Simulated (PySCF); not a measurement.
First hyperpolarisability: `C(=C(C)F)=C=C=CF`, C₆H₄F₂

Molfile (atoms numbered from 1):
```
C6H4F2
     RDKit          3D

 12 11  0  0  0  0  0  0  0  0999 V2000
   -2.4050   -0.4020   -0.9935 C   0  0  0  0  0  0  0  0  0  0  0  0
   -1.6408   -0.3947    0.2784 C   0  0  0  0  0  0  0  0  0  0  0  0
   -2.3892   -0.7198    1.3369 F   0  0  0  0  0  0  0  0  0  0  0  0
   -0.3587   -0.1146    0.4337 C   0  0  0  0  0  0  0  0  0  0  0  0
    0.8886    0.1498    0.5353 C   0  0  0  0  0  0  0  0  0  0  0  0
    2.1402    0.4104    0.6320 C   0  0  0  0  0  0  0  0  0  0  0  0
    3.4126    0.7299    0.7305 C   0  0  0  0  0  0  0  0  0  0  0  0
    4.3977   -0.1571    0.6255 F   0  0  0  0  0  0  0  0  0  0  0  0
   -3.2501    0.3024   -0.9275 H   0  0  0  0  0  0  0  0  0  0  0  0
   -1.7657   -0.1248   -1.8397 H   0  0  0  0  0  0  0  0  0  0  0  0
   -2.8266   -1.4050   -1.1702 H   0  0  0  0  0  0  0  0  0  0  0  0
    3.7809    1.7472    0.9043 H   0  0  0  0  0  0  0  0  0  0  0  0
  1  2  1  0
  2  3  1  0
  2  4  2  0
  4  5  2  0
  5  6  2  0
  6  7  2  0
  7  8  1  0
  1  9  1  0
  1 10  1  0
  1 11  1  0
  7 12  1  0
M  END
```

Computed with quadratic response CAM-B3LYP/aug-cc-pVDZ first hyperpolarisability, Taylor convention, gas phase in PySCF 2.14.0. Geometry: PBE0-D3(BJ)/def2-SVP.

(1) What is the first hyperpolarisability, and how does it disperse?

(2) Which lowest excitations, dipole and polarisabilities go with it?

## Answers

(1) In au, Taylor convention; the vector part is βᵢ = ⅓ Σⱼ (βᵢⱼⱼ + βⱼᵢⱼ + βⱼⱼᵢ); β∥ is 3/5 of the vector part along the dipole, the dipole points from − to +:
| process | λ (nm) | β vector norm | β∥ | β HRS | depolarisation ratio |
| --- | --- | --- | --- | --- | --- |
| static β(0;0,0) | ∞ | 186.0 | -11.9 | 79.7 | 4.50 |
| second harmonic β(−2ω;ω,ω) | 1907 | 200.1 | -9.3 | 85.3 | 4.58 |
| Pockels β(−ω;ω,0) | 1907 | 190.5 | -11.1 | – | – |
| second harmonic β(−2ω;ω,ω) | 1064 | 239.8 | -1.3 | 101.1 | 4.74 |
| Pockels β(−ω;ω,0) | 1064 | 201.2 | -9.1 | – | – |

(2) S1 3.64 eV (f = 0.000); S2 3.82 eV (f = 0.000); S3 4.70 eV (f = 0.012); dipole 2.35 D; isotropic α 98.8 au static, 99.5 au at 1907 nm, 101.0 au at 1064 nm, 101.6 au at 953.5 nm, 108.7 au at 532 nm.
